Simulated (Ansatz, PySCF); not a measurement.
Sn(H)2(Br)(OMe) (CH5BrOSn), SMILES [O]([SnH2][Br])C. Atoms are numbered in the order given.

```xyz
9

Sn     0.2002    -0.5713     0.5777
Br     0.6433     0.9314    -1.3976
O     -1.5805    -1.4038     0.2880
C     -2.7327    -0.6242     0.0625
H      1.2942    -1.8809     0.5605
H      0.1568     0.4335     1.9694
H     -2.9689     0.0513     0.9096
H     -3.5901    -1.3063    -0.0676
H     -2.6535    -0.0042    -0.8511
```
Charge 0, spin multiplicity 1.

Coordinates come from a B3LYP-D3(BJ)/def2-SVP optimisation. The structure was generated by enumeration; whether it is a known compound was not checked. The def2 effective core potentials stand for the cores of Sn; spin–orbit coupling is left out. One conformer was computed; it need not be the lowest.

Two levels are set side by side: PBE-D3(BJ)/def2-SVP (Ansatz, a program for electronic structure) and B3LYP-D3(BJ)/def2-SVP (Ansatz). Each level has its own optimised geometry; the coordinates shown are those of the second. Frequencies come from the Hessian of PySCF at each geometry. Differences are taken from unrounded values.

```
quantity                            B3LYP-D3(BJ)
----------------------------------  ------------
mean bond length (Å)                       1.583
bond Sn1–Br2 (Å)                           2.521
bond Sn1–O3 (Å)                            1.987
bond O3–C4 (Å)                             1.409
bond Sn1–H5 (Å)                            1.706
bond Sn1–H6 (Å)                            1.717
bond C4–H7 (Å)                             1.109
bond C4–H8 (Å)                             1.103
bond C4–H9 (Å)                             1.107
highest harmonic wavenumber (cm⁻¹)          3078
mean harmonic wavenumber (cm⁻¹)             1161
zero-point energy (kcal/mol)               34.84
```

What does PBE-D3(BJ) give, and how far is it from B3LYP-D3(BJ)? (Estimate from the structure and the level; the computed values follow.)


```json
[
 {"quantity": "mean bond length (Å)", "PBE-D3(BJ)": "1.592", "PBE-D3(BJ) minus B3LYP-D3(BJ)": "0.009"},
 {"quantity": "bond Sn1–Br2 (Å)", "PBE-D3(BJ)": "2.524", "PBE-D3(BJ) minus B3LYP-D3(BJ)": "0.003"},
 {"quantity": "bond Sn1–O3 (Å)", "PBE-D3(BJ)": "2.005", "PBE-D3(BJ) minus B3LYP-D3(BJ)": "0.018"},
 {"quantity": "bond O3–C4 (Å)", "PBE-D3(BJ)": "1.415", "PBE-D3(BJ) minus B3LYP-D3(BJ)": "0.005"},
 {"quantity": "bond Sn1–H5 (Å)", "PBE-D3(BJ)": "1.718", "PBE-D3(BJ) minus B3LYP-D3(BJ)": "0.011"},
 {"quantity": "bond Sn1–H6 (Å)", "PBE-D3(BJ)": "1.730", "PBE-D3(BJ) minus B3LYP-D3(BJ)": "0.012"},
 {"quantity": "bond C4–H7 (Å)", "PBE-D3(BJ)": "1.118", "PBE-D3(BJ) minus B3LYP-D3(BJ)": "0.009"},
 {"quantity": "bond C4–H8 (Å)", "PBE-D3(BJ)": "1.112", "PBE-D3(BJ) minus B3LYP-D3(BJ)": "0.008"},
 {"quantity": "bond C4–H9 (Å)", "PBE-D3(BJ)": "1.116", "PBE-D3(BJ) minus B3LYP-D3(BJ)": "0.009"},
 {"quantity": "highest harmonic wavenumber (cm⁻¹)", "PBE-D3(BJ)": "3014", "PBE-D3(BJ) minus B3LYP-D3(BJ)": "-64"},
 {"quantity": "mean harmonic wavenumber (cm⁻¹)", "PBE-D3(BJ)": "1126", "PBE-D3(BJ) minus B3LYP-D3(BJ)": "-35"},
 {"quantity": "zero-point energy (kcal/mol)", "PBE-D3(BJ)": "33.79", "PBE-D3(BJ) minus B3LYP-D3(BJ)": "-1.05"}
]
```

Exact exchange shortens and stiffens bonds; PBE has none. Differences between two approximate levels are no errors against the true value.
